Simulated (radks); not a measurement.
Values are calculated unless marked as measured or tabulated.
Ionisation of Fe2+, [Ar] 3d6, to Fe3+, [Ar] 3d5, under several functionals. Scalar-relativistic Kohn-Sham, spin-polarised, spherical densities, finite nucleus; open shells are filled with parallel spins first; a radial shooting solver on a logarithmic mesh with Libxc functionals.

functional	E(Fe2+) (hartree)	Exc (hartree)	IE (eV)	-e(HOMO) (eV)	<r> HOMO (bohr)	IE error (eV)
LDA (Slater exchange, Perdew-Wang correlation)	-1269.38602	-52.99892	31.642	23.681	1.114	+0.991
SCAN	-1272.05026	-55.72250	29.935	22.269	1.124	-0.716
LDA (Slater exchange, VWN5 correlation)	-1269.39644	-53.00961	31.646	23.684	1.113	+0.995
TASK exchange with Perdew-Wang LDA correlation	-1271.44786	-55.13957	28.866	21.137	1.097	-1.785
exchange-only r2SCAN	-1270.83251	-54.47582	28.317	20.766	1.136	-2.334
XLYP	-1272.22099	-55.88139	31.388	23.413	1.128	+0.737
PW91	-1272.00999	-55.67833	31.334	23.362	1.116	+0.683
HCTH/407	-1272.44593	-56.21395	31.475	23.423	1.142	+0.824
PBEsol	-1270.48963	-54.12783	31.139	23.199	1.111	+0.488

NIST Atomic Spectra Database: 30.65 eV (measured). Closest: PBEsol. The Delta-SCF values span 3.33 eV, the total energies 3.06 hartree. The highest occupied level is 3d. Open shells are spherical and high-spin; term and fine-structure splittings are not resolved.
